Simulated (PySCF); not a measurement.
N-dimethylsilylethanamine (C₄H₁₃NSi), SMILES C[SiH](NCC)C.

Geometry optimised at PBE0-D3(BJ)/def2-SVP. One conformer was computed; it need not be the lowest.

All values below come from PBE/def2-TZVP run with PySCF.

```json
{
 "total_energy": "-504.17335 hartree",
 "highest_occupied_level": "-5.09 eV",
 "lowest_empty_level": "0.12 eV",
 "orbital_gap": "5.21 eV",
 "dipole_moment": "0.74 D",
 "quadrupole, principal values (traceless, Buckingham form, about the centre of nuclear charge)": "-3.18, -0.50, 3.68 D·Å"
}
```
